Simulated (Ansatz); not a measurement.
Steps of a relaxation of C2H8NO2Y (`C[O][Y]([NH2])[O]C`) with RKS PBE0-D4/def2-TZVP.

```sh
$ ansatz run in.yaml --threads 4 --pin off --events-out ev --progress --plain --max-ram 11315MiB
```

```yaml
crystal:
  periodic: [false, false, false]
  atoms:
    - {symbol: C, position_ang: [-1.709200, 1.139530, -0.241550]}
    - {symbol: O, position_ang: [-1.775810, 0.365450, 0.921260]}
    - {symbol: Y, position_ang: [-0.149120, -0.466360, 1.586990]}
    - {symbol: N, position_ang: [-0.128450, -2.303010, 0.552600]}
    - {symbol: O, position_ang: [1.327290, 0.650250, 0.946480]}
    - {symbol: C, position_ang: [1.962020, 0.393210, -0.271410]}
    - {symbol: H, position_ang: [-2.724940, 1.486590, -0.475950]}
    - {symbol: H, position_ang: [-1.347310, 0.547640, -1.106190]}
    - {symbol: H, position_ang: [-1.064360, 2.023860, -0.110990]}
    - {symbol: H, position_ang: [-1.054380, -2.722530, 0.430040]}
    - {symbol: H, position_ang: [0.222460, -2.140760, -0.399050]}
    - {symbol: H, position_ang: [1.237530, 0.275130, -1.103630]}
    - {symbol: H, position_ang: [2.602850, -0.503900, -0.218860]}
    - {symbol: H, position_ang: [2.601420, 1.254900, -0.509730]}
basis:
  gaussian: {orbitals: def2-TZVP}
hamiltonian: {xc: pbe0, dispersion: d4}
relax: {f_tol: 0.005, max_steps: 150}
```

Positions (Å) and forces (eV/Å) along the path, 9 of 44 steps:

```xyz
14
step=1 energy=-8828.3670 eV
C    -1.709    1.140   -0.242   -0.652    0.080    0.017
O    -1.776    0.365    0.921   -1.400    1.045   -0.729
Y    -0.149   -0.466    1.587    0.207   -1.262    2.571
N    -0.128   -2.303    0.553   -0.253   -0.524   -0.928
O     1.327    0.650    0.946    1.218    0.575   -0.719
C     1.962    0.393   -0.271    0.313    0.497   -0.016
H    -2.725    1.487   -0.476    0.140    0.111   -0.252
H    -1.347    0.548   -1.106   -0.060    0.210    0.156
H    -1.064    2.024   -0.111   -0.054   -0.132   -0.126
H    -1.054   -2.723    0.430    0.386   -0.065   -0.088
H     0.222   -2.141   -0.399   -0.015   -0.474    0.316
H     1.238    0.275   -1.104    0.246   -0.008    0.164
H     2.603   -0.504   -0.219   -0.115    0.132   -0.118
H     2.601    1.255   -0.510    0.039   -0.187   -0.249
14
step=8 energy=-8829.2688 eV
C    -2.241    1.434   -0.262   -0.171   -0.002   -0.011
O    -1.744    0.614    0.743    0.002    0.061   -0.129
Y    -0.175   -0.521    1.339    0.034   -0.067   -0.026
N    -0.368   -2.548    0.652    0.283   -0.203   -0.155
O     1.606    0.182    0.697    0.013   -0.051   -0.110
C     2.520    0.433   -0.315    0.053    0.113    0.011
H    -3.313    1.649   -0.116    0.158   -0.046    0.005
H    -2.133    0.964   -1.254   -0.052    0.059    0.098
H    -1.712    2.397   -0.297   -0.035    0.007    0.005
H    -1.208   -3.055    0.399    0.015    0.019    0.008
H     0.413   -3.068    0.244   -0.319    0.172    0.229
H     2.030    0.471   -1.301    0.066    0.018    0.073
H     3.291   -0.349   -0.362    0.008    0.029    0.006
H     3.033    1.397   -0.166   -0.055   -0.107   -0.002
14
step=11 energy=-8829.3429 eV rejected
C    -2.492    1.541   -0.272    0.125   -0.574    0.284
O    -1.690    0.606    0.439   -0.692    0.868   -0.676
Y    -0.117   -0.567    0.950   -0.087   -0.154   -0.237
N    -0.458   -2.684    0.658   -0.143   -1.386    0.219
O     1.736    0.034    0.406    0.353    0.135   -0.269
C     2.835    0.475   -0.334   -0.169    0.197   -0.001
H    -3.520    1.603    0.148    0.480   -0.134   -0.105
H    -2.592    1.264   -1.344    0.084   -0.001    0.472
H    -2.068    2.557   -0.241    0.038   -0.190    0.079
H    -1.355   -3.207    0.604    0.804    0.674   -0.017
H     0.259   -3.439    0.637   -0.634    0.903   -0.055
H     2.566    0.654   -1.395    0.065   -0.056    0.363
H     3.651   -0.262   -0.324   -0.066    0.009    0.034
H     3.243    1.425    0.067   -0.160   -0.291   -0.092
14
step=21 energy=-8829.5058 eV
C    -2.724    1.549   -0.237    0.017   -0.043    0.011
O    -1.717    0.631    0.022   -0.053    0.050   -0.025
Y    -0.108   -0.577    0.292   -0.001   -0.036    0.017
N    -0.496   -2.652    0.739    0.004   -0.052   -0.029
O     1.825   -0.038   -0.024    0.047    0.021   -0.024
C     3.096    0.431   -0.317   -0.036   -0.009    0.005
H    -3.578    1.410    0.441    0.032   -0.004   -0.022
H    -3.101    1.450   -1.264    0.007   -0.004    0.032
H    -2.371    2.583   -0.116    0.001   -0.004    0.002
H    -1.404   -3.094    0.843    0.031    0.037    0.009
H     0.186   -3.398    0.828   -0.027    0.061    0.006
H     3.181    0.728   -1.372   -0.001   -0.007    0.026
H     3.860   -0.334   -0.127   -0.012    0.001   -0.001
H     3.352    1.310    0.291   -0.009   -0.011   -0.006
14
step=31 energy=-8829.5083 eV
C    -2.754    1.545   -0.226    0.000    0.002    0.002
O    -1.727    0.630   -0.064   -0.005    0.004   -0.003
Y    -0.112   -0.584    0.142    0.003   -0.001    0.004
N    -0.492   -2.628    0.709    0.006    0.006   -0.002
O     1.828   -0.040   -0.110   -0.003   -0.001   -0.002
C     3.122    0.416   -0.301   -0.002   -0.001    0.005
H    -3.534    1.409    0.536    0.010    0.003   -0.010
H    -3.233    1.437   -1.208    0.003    0.003    0.011
H    -2.393    2.580   -0.148   -0.007   -0.012   -0.002
H    -1.394   -3.055    0.880   -0.009   -0.003    0.001
H     0.196   -3.356    0.861    0.003   -0.001   -0.001
H     3.290    0.725   -1.342    0.001    0.002   -0.005
H     3.861   -0.361   -0.065    0.000   -0.001    0.001
H     3.342    1.284    0.336    0.000    0.001    0.000
14
step=33 energy=-8829.5084 eV
C    -2.752    1.545   -0.225   -0.014    0.011    0.000
O    -1.726    0.630   -0.064   -0.001    0.001    0.000
Y    -0.112   -0.586    0.145    0.000    0.000    0.000
N    -0.492   -2.632    0.703    0.001    0.000    0.002
O     1.828   -0.039   -0.108    0.000    0.000    0.000
C     3.120    0.418   -0.298    0.000    0.000    0.002
H    -3.517    1.431    0.555    0.016    0.004   -0.017
H    -3.253    1.418   -1.195    0.008    0.004    0.020
H    -2.384    2.580   -0.179   -0.009   -0.019   -0.002
H    -1.395   -3.059    0.872   -0.001    0.000   -0.001
H     0.196   -3.360    0.853    0.000    0.000   -0.001
H     3.291    0.721   -1.340    0.000    0.000    0.000
H     3.860   -0.356   -0.055    0.000    0.001    0.000
H     3.336    1.290    0.335    0.000    0.000   -0.001
14
step=36 energy=-8829.5084 eV
C    -2.751    1.546   -0.224   -0.010    0.011   -0.004
O    -1.726    0.631   -0.058    0.003   -0.001    0.003
Y    -0.112   -0.583    0.156   -0.001   -0.002   -0.002
N    -0.493   -2.634    0.695    0.000    0.000    0.000
O     1.828   -0.038   -0.100    0.000    0.000    0.001
C     3.120    0.419   -0.293    0.001    0.001   -0.002
H    -3.496    1.463    0.579    0.006    0.002   -0.008
H    -3.279    1.387   -1.175    0.005    0.001    0.011
H    -2.379    2.580   -0.224   -0.005   -0.013    0.000
H    -1.396   -3.063    0.860    0.002    0.000   -0.002
H     0.195   -3.365    0.833   -0.002    0.002    0.002
H     3.292    0.711   -1.338    0.000   -0.001    0.002
H     3.861   -0.352   -0.040   -0.001    0.001    0.000
H     3.335    1.298    0.330    0.000   -0.001   -0.001
14
step=38 energy=-8829.5085 eV
C    -2.751    1.546   -0.223   -0.010    0.012   -0.005
O    -1.726    0.632   -0.055    0.003   -0.001    0.002
Y    -0.111   -0.582    0.160   -0.001   -0.002   -0.003
N    -0.493   -2.635    0.691   -0.002   -0.001    0.000
O     1.828   -0.037   -0.097    0.000    0.001    0.002
C     3.121    0.420   -0.291    0.001    0.001   -0.002
H    -3.486    1.477    0.591    0.006    0.002   -0.008
H    -3.291    1.373   -1.165    0.005    0.001    0.012
H    -2.377    2.579   -0.245   -0.005   -0.014    0.001
H    -1.396   -3.066    0.848    0.004    0.001    0.000
H     0.195   -3.366    0.831   -0.002    0.001    0.000
H     3.293    0.706   -1.337    0.000   -0.001    0.002
H     3.861   -0.350   -0.034   -0.001    0.001    0.000
H     3.334    1.302    0.328   -0.001   -0.001   -0.001
14
step=44 energy=-8829.5086 eV
C    -2.752    1.546   -0.222    0.003   -0.001    0.001
O    -1.726    0.632   -0.054   -0.001    0.000    0.000
Y    -0.112   -0.583    0.155    0.000    0.000   -0.001
N    -0.494   -2.637    0.681    0.001    0.001    0.003
O     1.828   -0.036   -0.095    0.000    0.000   -0.001
C     3.121    0.421   -0.286    0.000    0.000    0.001
H    -3.465    1.505    0.613    0.000    0.001    0.000
H    -3.316    1.349   -1.143    0.000    0.001    0.001
H    -2.373    2.576   -0.282   -0.001    0.000   -0.001
H    -1.397   -3.068    0.838   -0.001    0.000   -0.001
H     0.194   -3.368    0.821    0.000    0.000   -0.001
H     3.299    0.697   -1.334    0.000    0.000    0.000
H     3.862   -0.345   -0.018    0.000    0.000    0.000
H     3.329    1.310    0.325    0.000    0.000    0.000
```

It took 4.2 min on 4 threads of an Arm Neoverse V1 on a shared host, with 0.75 GiB of host memory at the peak.
